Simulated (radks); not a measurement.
Question: Isoelectronic series with 40 electrons, each ion in its NIST ground configuration. Calculated with a radial shooting solver on a logarithmic mesh with Libxc functionals: Dirac Kohn-Sham, LDA (Slater exchange, Perdew-Wang correlation), spin-unpolarised, spherical densities, finite nucleus; open shells fill j = l - 1/2 first; Fermi nuclear charge, rms radius of each element as measured or else 0.836 A^(1/3) + 0.57 fm. Total energies (hartree) and mean radii <r> (bohr) (* marks an orbital that is empty in some or all of the ions):

| ion | configuration | E (hartree) | 4d5/2* | 4d3/2 | 5s1/2* |
|---|---|---|---|---|---|
| Zr | [Kr] 4d2 5s2 | -3594.98582 | 2.313 | 2.284 | 3.699 |
| Nb+ | [Kr] 4d4 | -3815.75613 | 2.078 | 2.055 | 3.349 |
| Mo2+ | [Kr] 4d4 | -4044.12552 | 1.738 | 1.722 | 2.902 |
| Tc3+ | [Kr] 4d4 | -4279.97144 | 1.527 | 1.514 | 2.585 |
| Ru4+ | [Kr] 4d4 | -4523.29642 | 1.376 | 1.366 | 2.345 |
| Rh5+ | [Kr] 4d4 | -4774.12218 | 1.261 | 1.251 | 2.155 |
| Pd6+ | [Kr] 4d4 | -5032.47115 | 1.168 | 1.159 | 1.999 |
| Ag7+ | [Kr] 4d4 | -5298.37470 | 1.090 | 1.082 | 1.868 |
| Cd8+ | [Kr] 4d4 | -5571.86260 | 1.024 | 1.017 | 1.756 |
| In9+ | [Kr] 4d4 | -5852.97611 | 0.9675 | 0.9601 | 1.658 |
| Sn10+ | [Kr] 4d4 | -6141.74951 | 0.9174 | 0.9103 | 1.572 |
| Sb11+ | [Kr] 4d4 | -6438.22594 | 0.8730 | 0.8661 | 1.496 |
| Te12+ | [Kr] 4d4 | -6742.44553 | 0.8332 | 0.8264 | 1.427 |
| I13+ | [Kr] 4d4 | -7054.46079 | 0.7973 | 0.7906 | 1.365 |
| Xe14+ | [Kr] 4d4 | -7374.31263 | 0.7646 | 0.7581 | 1.308 |
| Cs15+ | [Kr] 4d4 | -7702.0550 | 0.7348 | 0.7284 | 1.256 |
| Ba16+ | [Kr] 4d4 | -8037.7364 | 0.7075 | 0.7011 | 1.209 |

Estimate the row of La17+ ([Kr] 4d4).

Answer: E (hartree) -8381.4145; 4d5/2* 0.6822; 4d3/2 0.6759; 5s1/2* 1.165.
